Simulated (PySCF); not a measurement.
Molecule: TMS-CClF2 (SMILES C[Si](C)(C)C(F)(F)Cl).

Atoms are numbered as in `[CH3:1][Si:2]([CH3:3])([CH3:4])[C:5]([F:6])([F:7])[Cl:8]` (H(Xn): hydrogen on atom n).

Geometry PBE0-D3(BJ)/def2-SVP throughout; GIAO in PySCF 2.14.0 with density-fitted response routines, gas phase, one conformer, non-relativistic; equivalent atoms averaged; basis pcSseg-1.

Question: How do the shifts δ (against TMS, CFCl3, HCl at the same level) depend on the functional? (ppm; last column core-seconds on shared hosts with different chips, so compare them loosely; the GGAs took longer than the global hybrids here, which isn't the general rule, and the cause wasn't traced)

Answer: 
```
functional                    kind     C5  C1/C3/C4   Si2  F6/F7    Cl8  H(C1)/H(C3)/H(C4)  core-s
       LDA                     LDA  155.2      -5.0   8.9  -82.5  378.1               0.21      32
      BLYP                     GGA  151.8      -4.5   6.9  -81.5  346.1               0.20      48
       KT2                     GGA  143.6      -4.1   6.5  -84.6  329.6               0.22      46
       KT3                     GGA  140.7      -3.9   5.2  -82.1  312.6               0.22      51
     B97-D                     GGA  145.8      -4.1   7.2  -80.7  327.8               0.21      45
      PBE0           global hybrid  142.8      -4.5   8.9  -74.0  316.7               0.23      29
 CAM-B3LYP  range-separated hybrid  144.8      -4.8  10.0  -68.1  325.3               0.21      39
   wB97X-D  range-separated hybrid  142.0      -4.5  10.5  -69.8  315.2               0.22      37
```

Question: Which nucleus moves most, in ppm?

Answer: Cl8 (chlorine bonded to C): from 312.6 ppm with KT3 to 378.1 ppm with LDA. The smallest spread is 0.03 ppm, at H(C1)/H(C3)/H(C4). Proton shifts span only some 12 ppm, so a few tenths of a ppm matter as much there as several ppm in carbon.
